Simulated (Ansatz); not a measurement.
C2H7OSi (`C[Si](C)O`) radical. Charge 0, multiplicity 2.

Cartesian coordinates in Å:
```
C -0.8481 1.0367 -0.8235
Si -0.5000 -0.3739 0.3668
C 1.0897 -1.2523 -0.0675
O -0.2694 0.1972 1.9097
H -1.7643 1.5715 -0.5630
H -0.0179 1.7516 -0.8118
H -0.9615 0.6574 -1.8421
H 1.9289 -0.5503 -0.0180
H 1.2879 -2.0701 0.6276
H 1.0429 -1.6636 -1.0784
H -0.9883 0.6957 2.3002
```

Task: List the harmonic frequencies (cm⁻¹, unscaled) at PBE0-D4/def2-TZVP in Ansatz. (Estimate.)

Result: The calculation gave: 131, 153, 190, 228, 256, 278, 635, 676, 713, 744, 777, 838, 859, 902, 1257, 1265, 1435, 1439, 1443, 1453, 3034, 3040, 3118, 3124, 3136, 3147, 3922.

Task: Is this a minimum?

Result: Yes, all 27 modes are real.

Task: Give the ideal-gas thermochemistry at 298.15 K and 1 bar (rigid rotor, harmonic oscillator; point group C1, symmetry number 1).

Result: Zero-point energy 228.4 kJ/mol; H(298) − E = 249.2 kJ/mol; entropy 337.7 J/(mol·K), of which translation 162.7, rotation 106.2, vibration 62.9, electronic 5.8; G(298) − E = 148.5 kJ/mol.

Task: And at 400, 500, 600, 800 and 1000 K?

Result: 
| T (K) | H − E (kJ/mol) | S (J/mol/K) | G − E (kJ/mol) |
| --- | --- | --- | --- |
| 400 | 261.0 | 371.7 | 112.4 |
| 500 | 274.5 | 401.7 | 73.7 |
| 600 | 289.5 | 428.9 | 32.1 |
| 800 | 322.8 | 476.7 | -58.6 |
| 1000 | 359.6 | 517.7 | -158.1 |
